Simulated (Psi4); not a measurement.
Conformational energy of H₄Cl₃FSi₃, SMILES [Si]([SiH2][SiH2]F)(Cl)(Cl)Cl. Scanned: dihedral F1–Si2–Si3–Si4; all other coordinates were relaxed at GFN2-xTB. GFN2-xTB can order the conformers of Si and Ge chains otherwise than DFT does. Points at φ and −φ are mirror images. Heavy atoms are numbered in the order of the SMILES F[SiH2][SiH2][Si](Cl)(Cl)Cl, hydrogens after them in the order of the atoms that carry them; the mirror image has the same energies with the sign of each dihedral reversed.

PBE/def2-SVP // GFN2-xTB (Psi4); PBE-D3(BJ)/def2-SVP // GFN2-xTB (Psi4); MP2/cc-pVTZ = DF-MP2 (frozen core)/cc-pVTZ // GFN2-xTB (Psi4 1.11).

Energies relative to the lowest point of each profile, in kcal/mol; the last columns give the difference from MP2:

```json
[
 {"φ / °": "-160", "PBE/def2-SVP": "0.18", "PBE-D3(BJ)/def2-SVP": "0.18", "MP2/cc-pVTZ": "0.21", "PBE/def2-SVP − MP2/cc-pVTZ": "-0.03", "PBE-D3(BJ)/def2-SVP − MP2/cc-pVTZ": "-0.03"},
 {"φ / °": "-140", "PBE/def2-SVP": "0.68", "PBE-D3(BJ)/def2-SVP": "0.69", "MP2/cc-pVTZ": "0.65", "PBE/def2-SVP − MP2/cc-pVTZ": "0.03", "PBE-D3(BJ)/def2-SVP − MP2/cc-pVTZ": "0.04"},
 {"φ / °": "-120", "PBE/def2-SVP": "0.97", "PBE-D3(BJ)/def2-SVP": "0.98", "MP2/cc-pVTZ": "0.90", "PBE/def2-SVP − MP2/cc-pVTZ": "0.07", "PBE-D3(BJ)/def2-SVP − MP2/cc-pVTZ": "0.08"},
 {"φ / °": "-100", "PBE/def2-SVP": "0.75", "PBE-D3(BJ)/def2-SVP": "0.76", "MP2/cc-pVTZ": "0.73", "PBE/def2-SVP − MP2/cc-pVTZ": "0.02", "PBE-D3(BJ)/def2-SVP − MP2/cc-pVTZ": "0.02"},
 {"φ / °": "-80", "PBE/def2-SVP": "0.33", "PBE-D3(BJ)/def2-SVP": "0.33", "MP2/cc-pVTZ": "0.37", "PBE/def2-SVP − MP2/cc-pVTZ": "-0.04", "PBE-D3(BJ)/def2-SVP − MP2/cc-pVTZ": "-0.04"},
 {"φ / °": "-60", "PBE/def2-SVP": "0.10", "PBE-D3(BJ)/def2-SVP": "0.09", "MP2/cc-pVTZ": "0.19", "PBE/def2-SVP − MP2/cc-pVTZ": "-0.08", "PBE-D3(BJ)/def2-SVP − MP2/cc-pVTZ": "-0.09"},
 {"φ / °": "-40", "PBE/def2-SVP": "0.06", "PBE-D3(BJ)/def2-SVP": "0.02", "MP2/cc-pVTZ": "0.28", "PBE/def2-SVP − MP2/cc-pVTZ": "-0.23", "PBE-D3(BJ)/def2-SVP − MP2/cc-pVTZ": "-0.26"},
 {"φ / °": "-20", "PBE/def2-SVP": "0.22", "PBE-D3(BJ)/def2-SVP": "0.16", "MP2/cc-pVTZ": "0.57", "PBE/def2-SVP − MP2/cc-pVTZ": "-0.35", "PBE-D3(BJ)/def2-SVP − MP2/cc-pVTZ": "-0.41"},
 {"φ / °": "0", "PBE/def2-SVP": "0.33", "PBE-D3(BJ)/def2-SVP": "0.27", "MP2/cc-pVTZ": "0.73", "PBE/def2-SVP − MP2/cc-pVTZ": "-0.40", "PBE-D3(BJ)/def2-SVP − MP2/cc-pVTZ": "-0.46"},
 {"φ / °": "20", "PBE/def2-SVP": "0.22", "PBE-D3(BJ)/def2-SVP": "0.16", "MP2/cc-pVTZ": "0.57", "PBE/def2-SVP − MP2/cc-pVTZ": "-0.35", "PBE-D3(BJ)/def2-SVP − MP2/cc-pVTZ": "-0.41"},
 {"φ / °": "40", "PBE/def2-SVP": "0.06", "PBE-D3(BJ)/def2-SVP": "0.02", "MP2/cc-pVTZ": "0.28", "PBE/def2-SVP − MP2/cc-pVTZ": "-0.23", "PBE-D3(BJ)/def2-SVP − MP2/cc-pVTZ": "-0.26"},
 {"φ / °": "60", "PBE/def2-SVP": "0.10", "PBE-D3(BJ)/def2-SVP": "0.09", "MP2/cc-pVTZ": "0.19", "PBE/def2-SVP − MP2/cc-pVTZ": "-0.08", "PBE-D3(BJ)/def2-SVP − MP2/cc-pVTZ": "-0.09"},
 {"φ / °": "80", "PBE/def2-SVP": "0.33", "PBE-D3(BJ)/def2-SVP": "0.33", "MP2/cc-pVTZ": "0.37", "PBE/def2-SVP − MP2/cc-pVTZ": "-0.04", "PBE-D3(BJ)/def2-SVP − MP2/cc-pVTZ": "-0.04"},
 {"φ / °": "100", "PBE/def2-SVP": "0.75", "PBE-D3(BJ)/def2-SVP": "0.76", "MP2/cc-pVTZ": "0.73", "PBE/def2-SVP − MP2/cc-pVTZ": "0.02", "PBE-D3(BJ)/def2-SVP − MP2/cc-pVTZ": "0.02"},
 {"φ / °": "120", "PBE/def2-SVP": "0.97", "PBE-D3(BJ)/def2-SVP": "0.98", "MP2/cc-pVTZ": "0.90", "PBE/def2-SVP − MP2/cc-pVTZ": "0.07", "PBE-D3(BJ)/def2-SVP − MP2/cc-pVTZ": "0.08"},
 {"φ / °": "140", "PBE/def2-SVP": "0.68", "PBE-D3(BJ)/def2-SVP": "0.69", "MP2/cc-pVTZ": "0.65", "PBE/def2-SVP − MP2/cc-pVTZ": "0.03", "PBE-D3(BJ)/def2-SVP − MP2/cc-pVTZ": "0.04"},
 {"φ / °": "160", "PBE/def2-SVP": "0.18", "PBE-D3(BJ)/def2-SVP": "0.18", "MP2/cc-pVTZ": "0.21", "PBE/def2-SVP − MP2/cc-pVTZ": "-0.03", "PBE-D3(BJ)/def2-SVP − MP2/cc-pVTZ": "-0.03"},
 {"φ / °": "180", "PBE/def2-SVP": "0.00", "PBE-D3(BJ)/def2-SVP": "0.00", "MP2/cc-pVTZ": "0.00", "PBE/def2-SVP − MP2/cc-pVTZ": "0.00", "PBE-D3(BJ)/def2-SVP − MP2/cc-pVTZ": "0.00"}
]
```

PBE/def2-SVP is furthest from MP2/cc-pVTZ at 0 (-0.40 kcal/mol, below); its mean absolute difference over the points is 0.12 kcal/mol.

PBE-D3(BJ)/def2-SVP is furthest from MP2/cc-pVTZ at 0 (-0.46 kcal/mol, below); its mean absolute difference over the points is 0.13 kcal/mol.
